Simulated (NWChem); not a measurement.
**H2BrGa in NWChem**

```xyz
4

Ga     0.0000     0.0000    -1.1721
H     -1.4096     0.0000    -1.8448
H      1.4096     0.0000    -1.8448
Br     0.0000     0.0000     1.1436
```
Charge 0, spin multiplicity 1.

The numbers come from NWChem runs, not from measurements. Structure: optimised with B3LYP/def2-SVP, a minimum by its harmonic frequencies.

Symmetry labels belong to the abelian group C2v used in the runs, with the axes of the coordinates shown.

The Hamiltonian is non-relativistic. The structure started from a generated list of species.

Task: List the lowest 3 singlet excitations that TD-PBE/def2-SVPD gives, with oscillator strengths.

Result: 
```tsv
state	symmetry	energy (eV)	wavelength (nm)	f
1	a2	4.14	300	0.000
2	a1	5.05	246	0.047
3	b2	5.67	219	0.004
```
